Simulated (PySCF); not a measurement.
**A small calculation by hand: dipole moment from atomic charges**

CrOBr2, SMILES [Br][Cr]([Br])=[O] (connectivity only; charge and spin as stated), neutral, multiplicity 3. Atoms are numbered in the order given.

```xyz
4

Cr     0.0000     0.0000    -0.6781
O      0.0000     0.0000    -2.2079
Br     0.0000    -1.9852     0.4848
Br     0.0000     1.9852     0.4848
```
Charge 0, spin multiplicity 3.

Coordinates come from a B3LYP-D3(BJ)/def2-SVP optimisation. The multiplicity is an assumed one; other spin states were not compared.

Charges (e) from ωB97X/def2-TZVP (PySCF):

| atom | Mulliken | ESP fit |
|---|---|---|
| Cr1 | 1.028 | 0.464 |
| O2 | -0.420 | -0.154 |
| Br3 | -0.304 | -0.155 |
| Br4 | -0.304 | -0.155 |

The dipole moment of the full density is 0.54 D.

**Question.** What dipole moment does each set of point charges give, and which comes closer to that of the density?

**Answer.** 
μ = Σ q r, and 1 e Å = 4.8032 D.
Mulliken: Σ q r = (0.000, 0.000, -0.065) e Å, |μ| = 0.31 D.
ESP fit: Σ q r = (0.000, 0.000, -0.125) e Å, |μ| = 0.60 D.
ESP fit comes closer in size. Point charges leave out the atoms' own dipoles (lone pairs, polarised bonds); fits to the potential absorb them, partitions of the density don't.
